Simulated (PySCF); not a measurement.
W- (tungsten, charge -1) across methods

[Xe] 4f14 5d5 6s2, high-spin 6S determinant. Calculation: PySCF 2.14, in aug-cc-pVTZ-PP with one added diffuse shell each of s, p, d, f, g type with ECP60MDF (7s7p6d4f3g, 113 functions); scalar relativity through the core potential.

```json
{"method": "PBE0", "E (hartree)": "-67.3250", "mean ε 6s α (eV)": "-1.155", "mean ε 5d α (eV)": "0.141", "mean ε 6s β (eV)": "0.636", "Σ⟨r²⟩ (bohr²)": "90.97", "⟨S²⟩": "8.859"}
{"method": "LDA", "E (hartree)": "-67.1495", "mean ε 6s α (eV)": "-3.916", "mean ε 5d α (eV)": "-2.277", "mean ε 6s β (eV)": "0.713", "Σ⟨r²⟩ (bohr²)": "285.9", "⟨S²⟩": "9.747"}
{"method": "r2SCAN", "E (hartree)": "-67.3727", "mean ε 6s α (eV)": "-1.059", "mean ε 5d α (eV)": "0.800", "mean ε 6s β (eV)": "0.897", "Σ⟨r²⟩ (bohr²)": "93.96", "⟨S²⟩": "8.951"}
{"method": "PBE", "E (hartree)": "-67.3330", "mean ε 6s α (eV)": "-3.710", "mean ε 5d α (eV)": "-2.175", "mean ε 6s β (eV)": "0.674", "Σ⟨r²⟩ (bohr²)": "288.8", "⟨S²⟩": "9.744"}
{"method": "BP86", "E (hartree)": "-67.4051", "mean ε 6s α (eV)": "-3.883", "mean ε 5d α (eV)": "-2.297", "mean ε 6s β (eV)": "0.613", "Σ⟨r²⟩ (bohr²)": "291.3", "⟨S²⟩": "9.747"}
{"method": "r2SCANh", "E (hartree)": "-67.3531", "mean ε 6s α (eV)": "-1.273", "mean ε 5d α (eV)": "0.388", "mean ε 6s β (eV)": "0.746", "Σ⟨r²⟩ (bohr²)": "93.53", "⟨S²⟩": "8.949"}
{"method": "UHF", "E (hartree)": "-66.71818", "mean ε 6s α (eV)": "-4.791", "mean ε 5d α (eV)": "-5.284", "mean ε 6s β (eV)": "0.128", "Σ⟨r²⟩ (bohr²)": "194.1", "⟨S²⟩": "9.535"}
```

Energies and moments cover only the electrons outside the core potential. Spin-orbit coupling, which splits the p, d and f shells strongly at this Z, is absent. ⟨S²⟩ = 8.86 against 8.75 shows spin contamination. At PBE0 the highest occupied level has a positive energy, so only the finite basis holds that electron; in a semilocal or global hybrid functional this comes from self-interaction and does not mean that the real anion is unbound.

The highest occupied level is positive at PBE0, LDA, r2SCAN, PBE, BP86, r2SCANh, UHF: only the finite basis holds that electron, at UHF too, so the state is unbound at these levels.
